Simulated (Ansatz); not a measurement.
Bond stretch in PH, triplet.

UKS-PBE = unrestricted PBE/aug-cc-pVDZ in Ansatz (a quantum-chemistry and plane-wave program); FCI = full CI/aug-cc-pVDZ, frozen core run with Ansatz.

Energies relative to the lowest point of each curve near equilibrium, in kJ/mol; the last columns give the error against full CI:

```
R / Å  UKS-PBE    FCI  UKS-PBE − FCI
-----  -------  -----  -------------
1.07     261.4  257.1            4.3
1.13     166.2  162.1            4.1
1.23      66.2   63.0            3.2
1.26      47.0   44.3            2.8
1.33      16.8   15.1            1.7
1.39       3.7    3.0            0.7
1.43       0.1    0.0            0.1
1.48       0.0    0.7           -0.7
1.52       2.9    4.2           -1.4
1.56       7.9    9.8           -1.9
1.66      27.1   30.0           -2.9
1.73      44.4   47.6           -3.2
1.89      89.9   92.0           -2.1
2.12     157.6  153.1            4.5
2.36     218.5  202.8           15.7
2.59     257.9  234.5           23.5
2.85     282.1  255.1           27.0
3.15     294.8  266.3           28.5
3.53     301.1  272.0           29.1
3.92     303.5  274.2           29.3
4.29     304.3  274.9           29.4
4.97     304.8  275.4           29.4
5.72     304.9  275.6           29.4
```

UKS-PBE is furthest from FCI at 4.97 (29.4 kJ/mol, above); its mean absolute error over the points is 11.9 kJ/mol.

The unrestricted determinant behind UKS-PBE is spin-contaminated at 2.36 to 5.72 Å (<S²> up to 3.0, against 2.00 for a pure triplet).
